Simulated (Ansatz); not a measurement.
Two isomers of C10H20: A = `C=CCCCCCCCC`, B = `CCCCCC1CCCC1`.

Computed with Ansatz on PBE0-D4/def2-TZVP structures; ΔE is electronic, products minus reactants. CCSD(T)/CBS is the MP2 limit (def2-TZVPP, def2-QZVPP) plus CCSD(T) − MP2 in def2-TZVPP, frozen cores. Functionals use def2-TZVPP. B3LYP here is the variant with VWN-RPA as its local correlation; programs differ in this. Each species was taken in one conformer, which may not be the lowest.

Question: Which is lower in electronic energy at CCSD(T)/CBS, and by how much? (Best estimate.)

Answer: Computed: B, by 68.0 kJ/mol.

Question: Give E(B) − E(A) in kJ/mol with MP2/def2-TZVPP, ωB97M-V, B3LYP, B3LYP-D4, CCSD(T)/def2-SVP, r2SCAN-D4, CCSD/def2-TZVPP. (Estimate.)

Answer: Computed: MP2/def2-TZVPP -80.3, ωB97M-V -71.7, B3LYP -47.0, B3LYP-D4 -55.8, CCSD(T)/def2-SVP -72.5, r2SCAN-D4 -69.0, CCSD/def2-TZVPP -69.0. None reverses the order clearly.

Largest T1 diagnostic: 0.009.

From BLYP to BHLYP (50 % exact exchange), in def2-TZVPP and without D4, E(B) − E(A) moves by −24.1 kJ/mol. In def2-TZVPP, CCSD(T) changes the Hartree–Fock value by −23.1 kJ/mol (the triples alone add −0.4 kJ/mol) and MP2 by −34.0 kJ/mol.
